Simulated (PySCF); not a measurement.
**What each rung costs, and what it gives**

Saddle point of SiHCl2F, singlet (SiClF + HCl → SiCl₂ + HF; bonds formed: Si1–Cl5, F2–H3; bonds broken: Si1–F2, H3–Cl5), PBE0-D4/def2-TZVP structure:

Si1  (0.872, 0.146, 0.700)
F2  (0.604, 0.014, -1.139)
H3  (-0.272, -0.701, -0.850)
Cl4  (-0.227, 1.896, 0.936)
Cl5  (-0.977, -1.354, 0.353)
(Å)

Barriers are electronic and count from the start structure reached by relaxing down the imaginary mode.

Program: PySCF 2.14 with density fitting (its default auxiliary sets; JK sets also for MP2 and CCSD(T)). Basis: as named in each row. Cores are frozen in the correlated methods. B3LYP uses VWN-RPA correlation. Extrapolation: Hartree–Fock as exp(−7.88 √X), correlation as X^−2.97.

Times are rough, for one single point on 4 threads of a shared host (Arm Neoverse V1).

The estimate by CCSD(T) at an estimated basis limit (MP2 extrapolated from triple and quadruple zeta, plus CCSD(T) − MP2 in triple zeta) is 19.06 kcal/mol.

```json
{"method": "HF", "basis": "STO-3G", "time (s)": "under 1", "barrier (kcal/mol)": "-5.38", "method less estimate": "-24.45"}
{"method": "B3LYP-D4", "basis": "6-31G", "time (s)": "2", "barrier (kcal/mol)": "10.38", "method less estimate": "-8.68"}
{"method": "PBE0-D4", "basis": "def2-SVP", "time (s)": "3", "barrier (kcal/mol)": "10.54", "method less estimate": "-8.53"}
{"method": "PBE-D4", "basis": "def2-SVP", "time (s)": "3", "barrier (kcal/mol)": "7.12", "method less estimate": "-11.95"}
{"method": "MP2", "basis": "def2-QZVPP", "time (s)": "4", "barrier (kcal/mol)": "17.17", "method less estimate": "-1.90"}
{"method": "SPW92", "basis": "def2-TZVPP", "time (s)": "6", "barrier (kcal/mol)": "5.01", "method less estimate": "-14.06"}
{"method": "CCSD(T)", "basis": "def2-SVP", "time (s)": "7", "barrier (kcal/mol)": "19.35", "method less estimate": "0.29"}
{"method": "BHLYP-D4", "basis": "def2-TZVPP", "time (s)": "7", "barrier (kcal/mol)": "21.56", "method less estimate": "2.50"}
{"method": "PBE0-D4", "basis": "def2-TZVPP", "time (s)": "8", "barrier (kcal/mol)": "14.38", "method less estimate": "-4.68"}
{"method": "B3LYP-D4", "basis": "def2-TZVPP", "time (s)": "8", "barrier (kcal/mol)": "17.71", "method less estimate": "-1.36"}
{"method": "BLYP-D4", "basis": "def2-TZVPP", "time (s)": "8", "barrier (kcal/mol)": "15.58", "method less estimate": "-3.48"}
{"method": "PBE-D4", "basis": "def2-TZVPP", "time (s)": "8", "barrier (kcal/mol)": "11.16", "method less estimate": "-7.90"}
{"method": "CAM-B3LYP-D4", "basis": "def2-TZVPP", "time (s)": "8", "barrier (kcal/mol)": "18.52", "method less estimate": "-0.54"}
{"method": "r2SCAN-D4", "basis": "def2-TZVPP", "time (s)": "16", "barrier (kcal/mol)": "14.02", "method less estimate": "-5.05"}
{"method": "wB97M-V", "basis": "def2-TZVPP", "time (s)": "94", "barrier (kcal/mol)": "17.45", "method less estimate": "-1.61"}
{"method": "CCSD(T)", "basis": "def2-TZVPP", "time (s)": "180", "barrier (kcal/mol)": "20.13", "method less estimate": "1.06"}
```

All methods are single points on the PBE0-D4 structures; a negative value means that the method puts the saddle structure below the start.

No T1 diagnostic of these runs exceeds 0.013.
